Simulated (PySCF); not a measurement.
**Electric field gradients and quadrupole coupling constants**

Species: BH7P2Si.
Structure used (PBE0-D3(BJ)/def2-SVP), in Å, numbered top down from 1:
```xyz
11
BH7P2Si angstrom
B      2.0955    0.4695   -0.3903
P      0.7999   -0.6359   -1.1100
Si    -0.9550   -0.6771    0.2886
P     -1.4249    1.4987    0.7195
H      3.2622    0.1994   -0.5344
H      1.7552    1.5245    0.0868
H      1.3184   -1.9575   -1.1210
H     -2.0731   -1.4094   -0.3798
H     -0.6490   -1.3726    1.5757
H     -1.7448    1.7711   -0.6477
H     -2.7826    1.2110    1.0686
```

Field gradients from the PBE0/pcSseg-1 density (PySCF, non-relativistic), principal values in atomic units, ordered |Vxx| ≤ |Vyy| ≤ |Vzz|:

| atom | Vxx | Vyy | Vzz |
| --- | --- | --- | --- |
| B1 | -0.2096 | -0.3150 | 0.5245 |

Q: Find the asymmetry η = (Vxx − Vyy)/Vzz and the couplings χ = eQV/h (234.96 MHz × Q in barn × V in au), with Q(11B) = 0.04059 b.

A: 
```
atom             environment  nucleus     η  χzz (MHz)  χxx (MHz)  χyy (MHz)
  B1  three-coordinate boron      11B  0.20       5.00      -2.00      -3.00
```

The tensor is traceless: Vxx + Vyy + Vzz = 0.

Q: What is Vzz at B1 in SI units (1 au = 9.71736 × 10²¹ V/m²)?

A: 0.5245 au = 5.097 × 10²¹ V/m².

Q: What couplings would deuterons (Q(2H) = 0.00286 b) have in place of the hydrogens, at this geometry?

A: 
```
atom  bonded to  bond length (Å)  Vzz (au)     η  χzz (kHz)
  H5         B1            1.206    0.2053  0.10        138
  H6         B1            1.207    0.2020  0.08        136
  H7         P2            1.420    0.1799  0.11        121
  H8        Si3            1.494    0.1398  0.02         94
  H9        Si3            1.495    0.1399  0.01         94
 H10         P4            1.430    0.1675  0.08        113
 H11         P4            1.431    0.1680  0.08        113
```

Geometry: PBE0-D3(BJ)/def2-SVP, one conformer, isolated molecule. With a basis this small, the couplings can be 20 % off.
